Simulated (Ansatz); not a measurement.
Input file for C3H3I (`IC1=CC1`):

```yaml
crystal:
  periodic: [false, false, false]
  atoms:
    - {symbol: I, position_ang: [-1.983302, -1.905729, 0.051091]}
    - {symbol: C, position_ang: [-0.425476, -0.601352, 0.051122]}
    - {symbol: C, position_ang: [0.824864, -0.378848, 0.259516]}
    - {symbol: C, position_ang: [0.002179, 0.799426, -0.212409]}
    - {symbol: H, position_ang: [1.805319, -0.711303, 0.551055]}
    - {symbol: H, position_ang: [-0.265059, 1.584405, 0.495482]}
    - {symbol: H, position_ang: [0.102574, 1.145401, -1.241457]}
basis:
  gaussian: {orbitals: def2-TZVPP}
correlation: {method: ccsd_t}
output: {orbitals: {seedname: orbitals}}
```

```sh
$ ansatz run in.yaml --threads 2 --pin off --events-out ev --progress --plain --max-ram 4352MiB
```

Log, shortened:

```
Functional definition: HF
1286 factors; integrals over basis functions are off by at most 9.6e-4 eV
mean field evaluation 1: about -11206.9177 eV, gradient 3.0e1 eV
mean field evaluation 2: about -11207.1021 eV, gradient 3.0e1 eV
mean field evaluation 4: about -11209.5442 eV, gradient 3.5e0 eV
mean field evaluation 8: about -11209.5972 eV, gradient 3.1e-1 eV
mean field -11209.59829951 eV, -411.9451393683 hartree, gradient 7.6e-6 eV, S^2 0.000000; 0 other end points of the search recorded, 0 dependent functions left out
7 core orbitals not correlated: weight in the atoms' cores, before any rotation towards them, 1.000 or more for the frozen orbitals, at most 0.000 for the correlated occupied ones
reference -11209.59829951 eV, -411.9451393683 hartree; 16, 16 occupied and 162, 162 virtual orbitals, 1286 factors
second order -26.59252780 eV of doubles, -0.00000000 eV of singles
cycle   1  -25.40852584 eV  change     1.2e0 eV  update   1.1e-1
cycle   2  -26.08190627 eV  change   -6.7e-1 eV  update   3.2e-2
cycle   3  -26.18497291 eV  change   -1.0e-1 eV  update   1.4e-2
cycle   4  -26.16965826 eV  change    1.5e-2 eV  update   4.0e-3
cycle   5  -26.17172106 eV  change   -2.1e-3 eV  update   1.8e-3
cycle   6  -26.17322940 eV  change   -1.5e-3 eV  update   4.4e-4
cycle   7  -26.17294128 eV  change    2.9e-4 eV  update   2.1e-4
cycle   8  -26.17278728 eV  change    1.5e-4 eV  update   7.4e-5
cycle   9  -26.17281821 eV  change   -3.1e-5 eV  update   3.4e-5
perturbative correction -0.98863136 eV, -0.0363315322 hartree
Total energy: -11236.75974908 eV, -412.9433042293 hartree
```

It took 110 s on 2 threads of an Arm Neoverse V1 on a shared host, with 2.2 GiB of host memory at the peak.

MP2 recovers 97.9 % of the CCSD(T) correlation energy and the triples give 3.6 %; T1 = 0.0098.
